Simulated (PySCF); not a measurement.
**Two-component Hartree-Fock for Ca⁺ (calcium, charge +1)**

Start: [Ar] 4s1; 4s1/2 filled at m_j = +1/2. Calculated with PySCF 2.14 in an uncontracted even-tempered set (20 s from 0.015 bohr⁻², ratio 2.8; 14 p from 0.019 bohr⁻², ratio 2.8; 5 d from 0.13 bohr⁻², ratio 3): generalised Hartree-Fock with the X2C-1e Hamiltonian and a Gaussian nucleus; one run each with spin-orbit coupling (SO) switched off, then screened by Boettger's factors.

```json
{"spinor shell": "1s1/2", "electrons": "2", "ε, spin-free (eV)": "-4091.5", "ε, screened SO (eV)": "-4091.5", "weight of nominal j (screened SO)": "1.000", "rms radius, screened SO (bohr)": "0.0888"}
{"spinor shell": "2s1/2", "electrons": "2", "ε, spin-free (eV)": "-468.32", "ε, screened SO (eV)": "-468.32", "weight of nominal j (screened SO)": "1.000", "rms radius, screened SO (bohr)": "0.393"}
{"spinor shell": "2p1/2", "electrons": "2", "ε, spin-free (eV)": "-377.83", "ε, screened SO (eV)": "-380.41", "weight of nominal j (screened SO)": "1.000", "rms radius, screened SO (bohr)": "0.361"}
{"spinor shell": "2p3/2", "electrons": "4", "ε, spin-free (eV)": "-377.83", "ε, screened SO (eV)": "-376.55", "weight of nominal j (screened SO)": "1.000", "rms radius, screened SO (bohr)": "0.363"}
{"spinor shell": "3s1/2", "electrons": "2", "ε, spin-free (eV)": "-68.107", "ε, screened SO (eV)": "-68.107", "weight of nominal j (screened SO)": "1.000", "rms radius, screened SO (bohr)": "1.24"}
{"spinor shell": "3p1/2", "electrons": "2", "ε, spin-free (eV)": "-43.030", "ε, screened SO (eV)": "-43.325", "weight of nominal j (screened SO)": "0.982", "rms radius, screened SO (bohr)": "1.37"}
{"spinor shell": "4s1/2", "electrons": "1", "ε, spin-free (eV)": "-11.374", "ε, screened SO (eV)": "-11.374", "weight of nominal j (screened SO)": "1.000", "rms radius, screened SO (bohr)": "3.96"}
```

(1) Where does 3p3/2 lie, and what is the 3p spin-orbit splitting (screened SO)?

```
   quantity   spin-free  screened SO
E (hartree)  -679.42351   -679.42708
        M_J         1/2          1/2
       ⟨J²⟩       0.750        0.750
       ⟨L²⟩       0.000        0.000
       ⟨S²⟩       0.750        0.751
```

Each row is a mean over spinors that exchange with the open shell spreads, by up to 0.322 eV (3s1/2).

Without spin-orbit coupling the j labels of p, d and f shells carry no meaning; the spin-free column gives the mean over the occupied spinors of each nl shell.

Answers

(1) At -42.884 eV, 0.442 eV above 3p1/2.
